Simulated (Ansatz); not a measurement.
Basis-set series for `CC(C)[CH2][InH2]`. Total charge 0; spin multiplicity 1. In takes the def2 core potential. Geometry: relaxed with PBE0-D4/def2-TZVP. It is one conformer, not always the lowest.

Z-matrix (Å, degrees):
```
C
C 1 1.521
H 1 1.093 2 111.3
H 1 1.093 2 111.4 3 120.4
H 1 1.096 2 110.8 3 -120.1
C 2 1.521 1 110.9 3 -179.1
C 2 1.524 1 111.7 3 55.7
H 2 1.100 1 107.3 3 -62.2
H 6 1.096 2 110.8 1 -60.8
H 6 1.093 2 111.4 1 58.7
H 6 1.093 2 111.3 1 179.1
In 7 2.169 2 117.0 1 62.4
H 7 1.096 2 110.8 1 -176.0
H 7 1.096 2 110.8 1 -59.2
H 12 1.734 7 118.2 2 179.9
H 12 1.732 7 123.6 2 -0.1
```

```csv
functional,basis,functions,energy (Eh),HOMO (eV),LUMO (eV)
PBE0-D4,def2-SVP,137,-348.83765,-7.07,-1.44
PBE0-D4,def2-QZVPP,640,-349.02831,-7.09,-1.50
ωB97M-V,def2-SVP,137,-348.85864,-9.21,0.09
ωB97M-V,def2-QZVPP,640,-349.06249,-9.24,-0.11
```

**Question.** Give the rows for def2-TZVPP. (An estimate is asked.)

**Answer.** Computed: 
```tsv
functional	basis	functions	energy (Eh)	HOMO (eV)	LUMO (eV)
PBE0-D4	def2-TZVPP	328	-349.01738	-7.08	-1.49
ωB97M-V	def2-TZVPP	328	-349.05153	-9.23	-0.07
```
